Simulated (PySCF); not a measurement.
Compound: C5H9NSi.
Numbering: `[N:1]#[C:2][CH2:3][CH:4]1[CH2:5][SiH2:6][CH2:7]1` (hydrogens: H8, H9 on C3; H10 on C4; H11, H12 on C5; H13, H14 on Si6; H15, H16 on C7)

Level: PBE0/pcSseg-1 and PBE0/def2-SVPD in PySCF, non-relativistic, on one gas-phase PBE0-D3(BJ)/def2-SVP geometry that isn't relaxed in the solvent. The solvent is an IEF-PCM continuum (van der Waals radii × 1.2). The model holds no explicit solvent molecules, cavitation or dispersion.

Gas phase at PBE0/pcSseg-1: HOMO -8.40 eV, LUMO 0.24 eV, dipole 4.00 D.

Q: What does the continuum do to the energy, the frontier levels and the dipole at PBE0/pcSseg-1 in acetone and water?

A: 
```
solvent      ε  E(solvent) − E(gas) (kJ/mol)  polarisation term (kJ/mol)  distortion of the solute (kJ/mol)  HOMO (eV)  LUMO (eV)  dipole (D)
acetone  20.49                        -26.54                      -32.69                               6.15      -8.10       0.49        5.07
  water  78.36                        -28.18                      -35.17                               6.99      -8.08       0.50        5.14
```

The polarisation term is half the interaction of the solute with the surface charges that it induces; the rest is the cost of distorting the solute's density. The sum is the electrostatic part of solvation alone. From acetone to water the lowering changes by a factor 1.06, Onsager's factor (ε − 1)/(2ε + 1) by 1.06 and ε itself by 3.8.

Q: Which radius a makes the point-dipole formula ΔE = −[(ε − 1)/(2ε + 1)]·μ²/a³ give the value in water, with the gas-phase dipole?

A: μ = 1.575 au and |ΔE| = 0.01073 Eh give a = 2.56 Å; the farthest nucleus lies 3.64 Å from the centroid of the nuclei, so such a sphere wouldn't even hold the nuclei. The formula assumes a rigid point dipole at the centre of a sphere.

Q: Which Hirshfeld charges (PBE0/pcSseg-1) respond most in acetone (means over atoms taken as equivalent)?

A: 
| atoms | environment | gas (e) | solvent (e) | change |
| --- | --- | --- | --- | --- |
| N1 | nitrile nitrogen | -0.233 | -0.296 | -0.063 |
| C2 | nitrile carbon | +0.084 | +0.102 | +0.018 |
| H8/H9 | methylene hydrogen | +0.063 | +0.077 | +0.014 |
| C3 | sp3 carbon next to a nitrile | -0.041 | -0.034 | +0.007 |
| H12/H15 | methylene hydrogen | +0.039 | +0.044 | +0.005 |
| H13 | Si–H hydrogen | -0.076 | -0.080 | -0.004 |
| C4 | four-membered-ring carbon | -0.014 | -0.011 | +0.003 |
| H10 | methine hydrogen | +0.045 | +0.048 | +0.003 |
| H14 | Si–H hydrogen | -0.075 | -0.077 | -0.002 |
| C5/C7 | sp3 carbon bound to silicon | -0.162 | -0.161 | +0.001 |
| H11/H16 | methylene hydrogen | +0.041 | +0.041 | 0.000 |
| Si6 | SiH2 silicon | +0.347 | +0.347 | 0.000 |

Q: Which Mayer bond orders change most in acetone?

A: 
```json
{"bond": "C3–H9", "length (Å)": "1.103", "gas": "0.919", "solvent": "0.908", "change": "-0.011"}
{"bond": "C3–H8", "length (Å)": "1.103", "gas": "0.922", "solvent": "0.912", "change": "-0.010"}
{"bond": "N1–C2", "length (Å)": "1.157", "gas": "3.054", "solvent": "3.062", "change": "+0.008"}
{"bond": "C2–C3", "length (Å)": "1.457", "gas": "1.014", "solvent": "1.022", "change": "+0.008"}
{"bond": "Si6–C7", "length (Å)": "1.899", "gas": "0.916", "solvent": "0.924", "change": "+0.008"}
{"bond": "Si6–H13", "length (Å)": "1.494", "gas": "0.945", "solvent": "0.940", "change": "-0.005"}
{"bond": "C7–H15", "length (Å)": "1.104", "gas": "0.941", "solvent": "0.937", "change": "-0.004"}
{"bond": "C3–C4", "length (Å)": "1.531", "gas": "0.990", "solvent": "0.987", "change": "-0.003"}
```

Q: How do the nuclear quadrupole coupling constants eQVzz/h respond in acetone?

A: 
```
  nucleus  Q (barn)  gas (MHz)  solvent (MHz)  η gas  η solvent
14N at N1   0.02044      -4.50          -4.09   0.03       0.04
```

Gas phase at PBE0/def2-SVPD: HOMO -8.38 eV, LUMO 0.11 eV, dipole 4.00 D.

Q: What does the continuum do to the energy, the frontier levels and the dipole at PBE0/def2-SVPD in acetone?

A: 
| solvent | ε | E(solvent) − E(gas) (kJ/mol) | polarisation term (kJ/mol) | distortion of the solute (kJ/mol) | HOMO (eV) | LUMO (eV) | dipole (D) |
| --- | --- | --- | --- | --- | --- | --- | --- |
| acetone | 20.49 | -27.76 | -34.50 | 6.74 | -8.06 | 0.37 | 5.12 |

The atom shares or the degeneracy of the LUMO differ from the gas phase in acetone, so that column needn't follow one orbital.

Q: How does the static polarisability (PBE0/def2-SVPD, frozen core, with the continuum's full static response) change?

A: 
```tsv
medium	isotropic (au)	principal values (au)	⟨r²⟩ of the electrons (bohr²)
gas	87.9	72.0, 81.9, 109.8	1147.6
acetone	118.3	101.0, 112.3, 141.5	1150.5
```

The isotropic value in acetone is 1.35 times the gas-phase one; no cavity-field correction is applied. ⟨r²⟩ is taken about the centre of nuclear charge.

Shape of the structure used: `[N:1]#[C:2][CH2:3][CH:4]1[CH2:5][SiH2:6][CH2:7]1`: C2–C3–C4–C5 62°.
